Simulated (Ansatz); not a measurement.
BBr$_{2}$HO (`OB(Br)Br`), relaxed with RKS PBE-D4/def2-SVP in Ansatz from a rough embedded geometry. The force threshold is 0.03 eV/Å; the program also tests the step.

The species carries charge 0 and has multiplicity 1.

Start:

```xyz
5

O     0.197    0.827    0.867
B    -0.233   -0.088   -0.145
Br   -0.188    0.504   -2.028
Br   -0.948   -1.840    0.288
H     1.172    0.597    1.018
```

```
step   energy (eV)  largest force (eV/Å)  largest move (Å)
   1  -142792.0357                 1.833             0.000
   2  -142792.1652                 1.054             0.048
   3  -142792.2518                 0.873             0.125
   4  -142792.3627                 1.939             0.196
   5  -142792.4138                 2.768             0.195
   6  -142792.6371                 0.468             0.186
   7  -142792.6443                 0.047             0.040
   8  -142792.6446                 0.007             0.006
```

End:

```xyz
5

O     0.598    0.798    0.535
B    -0.108   -0.026   -0.267
Br   -0.463    0.537   -2.066
Br   -0.756   -1.740    0.368
H     0.730    0.431    1.430
```

It took 9 s on 2 threads of a server CPU on a shared host, with 0.16 GiB of host memory at the peak.
